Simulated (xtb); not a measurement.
Input file for xtb: GFN1-xTB on CH4GeS (SMILES [CH3][Ge][SH]), a point of a torsion scan.

```
$ xtb mol.xyz --gfn 1 --sp --chrg 0 --uhf 0
7

C     -0.94154915    -0.10278351     0.02472511
Ge     0.18941221     1.55886925    -0.25391188
S      2.13422512     0.50458552     0.11527690
H     -0.61772796    -0.91021591    -0.63176702
H     -1.99631668     0.09206090    -0.16945752
H     -0.84789836    -0.45744640     1.05156281
H      2.90532362     1.57156776    -0.06022078
```

It printed:

```
[...]
           -------------------------------------------------
          |                Calculation Setup                |
           -------------------------------------------------



           -------------------------------------------------
          |                 G F N 1 - x T B                 |
           -------------------------------------------------

        Reference                      10.1021/acs.jctc.7b00118
      * Hamiltonian:
        H0-scaling (s, p, d)           1.850000    2.250000    2.000000
        zeta-weighting                 0.000000
      * Dispersion:
        s8                             2.400000
        a1                             0.630000
        a2                             5.000000
        s9                             0.000000
      * Repulsion:
        kExp                           1.500000
        rExp                           1.000000
      * Coulomb:
        alpha                          2.000000
        third order                    atomic
        anisotropic                    false
      * Halogen bond correction:
        rad-scale                      1.300000
        damping                        0.440000


          ...................................................
          :                      SETUP                      :
          :.................................................:
          :  # basis functions                  32          :
          :  # atomic orbitals                  30          :
          :  # shells                           16          :
          :  # electrons                        18          :
          :  # halogen bonds                     0          :
          :  max. iterations                   250          :
          :  Hamiltonian                  GFN1-xTB          :
          :  restarted?                      false          :
          :  GBSA solvation                  false          :
          :  PC potential                    false          :
          :  electronic temp.          300.0000000     K    :
          :  accuracy                    1.0000000          :
          :  -> integral cutoff          0.2500000E+02      :
          :  -> integral neglect         0.1000000E-07      :
          :  -> SCF convergence          0.1000000E-05 Eh   :
          :  -> wf. convergence          0.2000000E-04 e    :
          :  Broyden damping             0.4000000          :
          :  net charge                          0          :
          :  unpaired electrons                  0          :
          ...................................................

 iter      E             dE          RMSdq      gap      omega  full diag
   1     -9.6675771 -0.966758E+01  0.587E+00    2.32       0.0  T
   2     -9.6871308 -0.195536E-01  0.390E+00    2.37       1.0  T
   3     -9.6833463  0.378447E-02  0.209E+00    2.30       1.0  T
   4     -9.7047181 -0.213718E-01  0.246E-01    2.36       1.0  T
   5     -9.7050774 -0.359259E-03  0.894E-02    2.35       1.0  T
   6     -9.7050912 -0.138628E-04  0.122E-02    2.35       3.1  T
   7     -9.7050922 -0.984893E-06  0.369E-03    2.35      10.2  T
   8     -9.7050923 -0.121045E-06  0.129E-03    2.35      29.2  T
   9     -9.7050923 -0.109513E-07  0.118E-04    2.35     320.5  T
  10     -9.7050923 -0.852509E-10  0.143E-05    2.35    2644.8  T

   *** convergence criteria satisfied after 10 iterations ***

         #    Occupation            Energy/Eh            Energy/eV
      -------------------------------------------------------------
         1        2.0000           -0.8369059             -22.7734
       ...           ...                  ...                  ...
         3        2.0000           -0.5262294             -14.3194
         4        2.0000           -0.5093554             -13.8603
         5        2.0000           -0.4886692             -13.2974
         6        2.0000           -0.4880437             -13.2803
         7        2.0000           -0.4210978             -11.4587
         8        2.0000           -0.4121292             -11.2146
         9        2.0000           -0.3679874             -10.0134 (HOMO)
        10                         -0.2816950              -7.6653 (LUMO)
        11                         -0.1514974              -4.1225
        12                         -0.1381224              -3.7585
        13                         -0.1205543              -3.2804
        14                         -0.1137104              -3.0942
       ...                                ...                  ...
        30                          0.5309832              14.4488
      -------------------------------------------------------------
                  HL-Gap            0.0862924 Eh            2.3481 eV
             Fermi-level           -0.3248412 Eh           -8.8394 eV

 SCC (total)                   0 d,  0 h,  0 min,  0.008 sec
 SCC setup                      ...        0 min,  0.000 sec (  1.473%)
 Dispersion                     ...        0 min,  0.000 sec (  0.666%)
 classical contributions        ...        0 min,  0.000 sec (  0.273%)
 integral evaluation            ...        0 min,  0.002 sec ( 28.482%)
 iterations                     ...        0 min,  0.002 sec ( 31.531%)
 molecular gradient             ...        0 min,  0.003 sec ( 35.321%)
 printout                       ...        0 min,  0.000 sec (  2.102%)

         :::::::::::::::::::::::::::::::::::::::::::::::::::::
         ::                     SUMMARY                     ::
         :::::::::::::::::::::::::::::::::::::::::::::::::::::
         :: total energy              -9.637492118468 Eh    ::
         :: gradient norm              0.024086879252 Eh/a0 ::
         :: HOMO-LUMO gap              2.348136389846 eV    ::
         ::.................................................::
         :: SCC energy                -9.705092335044 Eh    ::
         :: -> electrostatic           0.007829280135 Eh    ::
         :: repulsion energy           0.069780899902 Eh    ::
         :: dispersion energy         -0.002180683326 Eh    ::
         :: halogen bond corr.         0.000000000000 Eh    ::
         :: add. restraining           0.000000000000 Eh    ::
         :: total charge               0.000000000000 e     ::
         :::::::::::::::::::::::::::::::::::::::::::::::::::::

           -------------------------------------------------
          |                Property Printout                |
           -------------------------------------------------

    * Orbital Energies and Occupations

         #    Occupation            Energy/Eh            Energy/eV
      -------------------------------------------------------------
         1        2.0000           -0.8369059             -22.7734
         2        2.0000           -0.5941957             -16.1689
         3        2.0000           -0.5262294             -14.3194
         4        2.0000           -0.5093554             -13.8603
         5        2.0000           -0.4886692             -13.2974
         6        2.0000           -0.4880437             -13.2803
         7        2.0000           -0.4210978             -11.4587
         8        2.0000           -0.4121292             -11.2146
         9        2.0000           -0.3679874             -10.0134 (HOMO)
        10                         -0.2816950              -7.6653 (LUMO)
        11                         -0.1514974              -4.1225
        12                         -0.1381224              -3.7585
        13                         -0.1205543              -3.2804
        14                         -0.1137104              -3.0942
        15                         -0.0986117              -2.6834
        16                         -0.0885107              -2.4085
Note: The following floating-point exceptions are signalling: IEEE_DENORMAL
normal termination of xtb
        17                         -0.0572191              -1.5570
        18                         -0.0461479              -1.2557
        19                         -0.0243445              -0.6624
        20                         -0.0069553              -0.1893
       ...                                ...                  ...
        30                          0.5309832              14.4488
      -------------------------------------------------------------
                  HL-Gap            0.0862924 Eh            2.3481 eV
             Fermi-level           -0.3248412 Eh           -8.8394 eV

  Mulliken/CM5 charges         n(s)   n(p)   n(d)
     1C    -0.20961 -0.34338   1.054  3.155  0.000
     2Ge    0.21748  0.19408   1.770  1.777  0.235
     3S    -0.20618 -0.27590   1.938  4.272 -0.004
     4H     0.03266  0.08511   0.967  0.000  0.000
     5H     0.01830  0.07003   0.982  0.000  0.000
     6H     0.03248  0.08483   0.968  0.000  0.000
     7H     0.11487  0.18522   0.885  0.000  0.000

Wiberg/Mayer (AO) data.
largest (>0.10) Wiberg bond orders for each atom

 ---------------------------------------------------------------------------
     #   Z sym  total        # sym  WBO       # sym  WBO       # sym  WBO
 ---------------------------------------------------------------------------
     1   6 C    3.957 --     2 Ge   1.037     5 H    0.977     4 H    0.965
                             6 H    0.963
     2  32 Ge   2.522 --     3 S    1.373     1 C    1.037
     3  16 S    2.352 --     2 Ge   1.373     7 H    0.962
     4   1 H    1.004 --     1 C    0.965
     5   1 H    1.011 --     1 C    0.977
     6   1 H    1.004 --     1 C    0.963
     7   1 H    1.005 --     3 S    0.962
 ---------------------------------------------------------------------------

Topologies differ in total number of bonds
Writing topology from bond orders to xtbtopo.mol

 dipole moment from electron density (au)
     X       Y       Z
  -0.0827   0.2742  -0.0612  total (Debye):    0.744


           -------------------------------------------------
          | TOTAL ENERGY               -9.637492118468 Eh   |
          | GRADIENT NORM               0.024086879252 Eh/α |
          | HOMO-LUMO GAP               2.348136389846 eV   |
           -------------------------------------------------

------------------------------------------------------------------------
------------------------------------------------------------------------
 total:
 SCF:
```

The run finished.

Cost: very roughly 0.04 core-seconds.
